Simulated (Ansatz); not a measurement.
Cost and result for the atomization energy of CH5AlINSi (`[I][Al]1[CH2][SiH2][NH]1`) (10 atoms, 10 bonds).

```xyz
10

I     1.5579   -1.3203   -3.2619
Al    0.5596   -0.4856   -1.1722
C     0.1369    1.2111   -0.2988
Si   -0.5128    0.0997    1.0773
N    -0.1004   -1.3651    0.2223
H     0.9843    1.8407   -0.0229
H    -0.6166    1.8334   -0.7843
H     0.2041    0.2542    2.3749
H    -1.9727    0.2453    1.3404
H    -0.2403   -2.3134    0.5251
```

The species carries charge 0 and has multiplicity 1. Correlated methods include outer-core shells of I, which these sets cover unevenly. I takes the def2 core potential. All single points use the PBE0-D4/def2-TZVP geometry. Program: Ansatz. All runs use 4 threads of an AMD EPYC 7B13 on a shared host. Times are those of one run each, without the atoms' runs, and a repeat can differ threefold. Electronic energies, without spin–orbit coupling; frozen cores. CCSD(T)/CBS adds CCSD(T) − MP2 in def2-TZVPP to the MP2 limit, and its time is that of the two runs behind it. T1 = 0.010. With those shells the extrapolation isn't a true limit.

CCSD(T)/CBS is a level of theory with its own doubt, some kJ/mol a heavy atom from the limit and from the frozen cores, so smaller differences don't rank the functionals.

```tsv
level	functions	wall time
PBE-D4/def2-TZVPP (with forces)	266	2.5 s
BHLYP-D4/def2-TZVPP	266	3.6 s
CAM-B3LYP-D4/def2-TZVPP	266	3.9 s
r2SCAN-D4/def2-TZVPP (with forces)	266	4.9 s
r2SCANh-D4/def2-TZVPP	266	5.5 s
PBE-QIDH/def2-TZVPP	266	6 s
CCSD(T)/def2-SVP	115	7 s
ωB97X-V/def2-TZVPP	266	8 s
B97M-V/def2-TZVPP	266	8.5 s
ωB97M-V/def2-TZVPP (with forces)	266	11 s
MP2/def2-QZVPP	486	19 s
CCSD(T)/def2-TZVPP	266	3.3 min
CCSD(T)/CBS(def2)	–	3.6 min
```

What atomization energy does each give, and how far from CCSD(T)/CBS? (Estimate.)

Ansatz gave: 
| level | atomization (kcal/mol) | difference from CCSD(T)/CBS | per bond |
| --- | --- | --- | --- |
| PBE-D4/def2-TZVPP (with forces) | 831.6 | 4.7 | 0.5 |
| BHLYP-D4/def2-TZVPP | 802.7 | -24.2 | -2.4 |
| CAM-B3LYP-D4/def2-TZVPP | 822.7 | -4.2 | -0.4 |
| r2SCAN-D4/def2-TZVPP (with forces) | 826.1 | -0.8 | -0.1 |
| r2SCANh-D4/def2-TZVPP | 821.8 | -5.1 | -0.5 |
| PBE-QIDH/def2-TZVPP | 820.2 | -6.7 | -0.7 |
| CCSD(T)/def2-SVP | 764.2 | -62.7 | -6.3 |
| ωB97X-V/def2-TZVPP | 827.9 | 1.0 | 0.1 |
| B97M-V/def2-TZVPP | 826.3 | -0.6 | -0.1 |
| ωB97M-V/def2-TZVPP (with forces) | 825.1 | -1.8 | -0.2 |
| MP2/def2-QZVPP | 831.9 | 5.0 | 0.5 |
| CCSD(T)/def2-TZVPP | 800.5 | -26.4 | -2.6 |
| CCSD(T)/CBS(def2) | 826.9 | 0.0 | 0.0 |

Leaving LDA and LC-ωPBE aside and taking each functional with its dispersion term where it has one, the values spread over 28.9 kcal/mol, from BHLYP-D4 to PBE-D4. LDA lies +104.7 kcal/mol from PBE without D4, its usual overbinding. In def2-TZVPP, CCSD(T) changes the Hartree–Fock value by +202.8 kcal/mol (the triples alone add +13.5 kcal/mol) and MP2 by +218.5 kcal/mol; breaking electron pairs costs correlation energy, which Hartree–Fock lacks. At CCSD(T), def2-SVP lies −62.7 kcal/mol from the extrapolated value and def2-TZVPP −26.4 kcal/mol: correlation converges slowly with the basis, and small sets miss more of it in the bonded molecule than in its fragments.

Spin–orbit coupling would lower the free I atoms strongly, and the atomization energy with them, by more than many differences here.
